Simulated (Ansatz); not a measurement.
Enthalpy of formation at 298 K: 6 cases among radicals of silicon compounds with O, N or halogens, in kcal/mol, species as SMILES. Set-up: spin-orbit terms left out; valence correlation only; 6-31G* and kin with 6d, 5d where marked; open shells spin-unrestricted; non-relativistic; no dispersion term unless named. Basis-set limits of correlation are two-point, X^-3; Hartree-Fock from the larger set (for Q and 5 zeta extrapolated as (X+1)exp(-9√X)). First-principles rows: single points at B3LYP-D3(BJ) geometries (Ansatz, a first-principles code), with unscaled harmonic terms from B3LYP/6-31G* (Ansatz) at its own minima, enthalpies of formation by atomisation with measured atoms.

Coupled cluster (Ansatz) is a level with limits of its own, used here on species with T1 under 0.025 (0.045 for open shells) and stable references: (a) CCSD(T)/CBS(aug-cc-pV(T+d)Z,aug-cc-pV(Q+d)Z); (b) CCSD(T)/CBS(cc-pV(T+d)Z,cc-pV(Q+d)Z); (c) CCSD(T)/CBS(cc-pV(Q+d)Z,cc-pV(5+d)Z).

| species | atoms | coupled cluster | difference of B3LYP/6-31G* (Ansatz) | difference of B3LYP/STO-3G (Ansatz) | difference of B3LYP/6-31G** (Ansatz) | difference of B3LYP/cc-pVDZ (Ansatz) | difference of PBE0/6-31G* (Ansatz) | difference of PBE0/def2-TZVPD (Ansatz) | difference of B2PLYP-D3(BJ)/def2-TZVPD (Ansatz + dftd3) |
|---|---|---|---|---|---|---|---|---|---|
| O[Si](O)F | 6 | -210.4 (c) | 35.5 | 62.8 | 27.8 | 48.5 | 38.1 | 16.4 | 11.0 |
| [SiH3][Si](Cl)Cl | 7 | -34.7 (c) | 24.1 | -143.8 | 22.0 | 29.3 | 16.8 | 6.4 | 8.1 |
| [SiH](O[SiH3])F | 8 | -145.4 (a) | 29.0 | -69.5 | 26.2 | 48.3 | 35.7 | 20.9 | 10.7 |
| C[Si](C)F | 10 | -76.3 (b) | 12.4 | -154.7 | 6.3 | 31.8 | 7.8 | 3.9 | 8.8 |
| C[Si]([O])(O)O | 10 | -185.3 (b) | 34.7 | -24.4 | 23.9 | 53.2 | 35.1 | 15.8 | 14.3 |
| C[Si](C)[SiH2]Cl | 13 | -16.3 (b) | 22.9 | -275.4 | 15.6 | 39.5 | 11.5 | 5.4 | 12.8 |

```json
[
 {"level": "B3LYP/6-31G* (Ansatz)", "cases": "6", "mean signed difference": "26.43", "mean absolute difference": "26.43", "median absolute difference": "26.55", "largest absolute difference": "35.5"},
 {"level": "B3LYP/STO-3G (Ansatz)", "cases": "6", "mean signed difference": "-100.83", "mean absolute difference": "121.77", "median absolute difference": "106.65", "largest absolute difference": "275.4"},
 {"level": "B3LYP/6-31G** (Ansatz)", "cases": "6", "mean signed difference": "20.30", "mean absolute difference": "20.30", "median absolute difference": "22.95", "largest absolute difference": "27.8"},
 {"level": "B3LYP/cc-pVDZ (Ansatz)", "cases": "6", "mean signed difference": "41.77", "mean absolute difference": "41.77", "median absolute difference": "43.90", "largest absolute difference": "53.2"},
 {"level": "PBE0/6-31G* (Ansatz)", "cases": "6", "mean signed difference": "24.17", "mean absolute difference": "24.17", "median absolute difference": "25.95", "largest absolute difference": "38.1"},
 {"level": "PBE0/def2-TZVPD (Ansatz)", "cases": "6", "mean signed difference": "11.47", "mean absolute difference": "11.47", "median absolute difference": "11.10", "largest absolute difference": "20.9"},
 {"level": "B2PLYP-D3(BJ)/def2-TZVPD (Ansatz + dftd3)", "cases": "6", "mean signed difference": "10.95", "mean absolute difference": "10.95", "median absolute difference": "10.85", "largest absolute difference": "14.3"}
]
```

B3LYP/6-31G* lies above in 6 of 6 cases and within 2 kcal/mol in 0; mean signed difference 26.43 kcal/mol, mean absolute 26.43 kcal/mol (29.53 over the 3 cases of up to 8 atoms, 23.33 over the larger). These figures hold for the species listed.

How the rows were picked: cases drawn at random among the computed members of the class with clean coupled-cluster diagnostics. The batch they came from held 60 cases of this property in the class: 0 with a tabulated value, 57 with clean coupled cluster alone, 3 with neither, which enter no statistics. The levels are drawn from those run on every case listed, the commonest habits more often. No case is left out for the size of its miss. Left out are saddle points of the reference geometry, anions that the best level run finds unbound, excited spin states, species near biochemistry, 298 K rows of species without real B3LYP wavenumbers, cases with under five habitual levels, runs that failed or that the program found above a lower state of the same kind, table entries that another table contradicts, and a share of species set aside by lot.
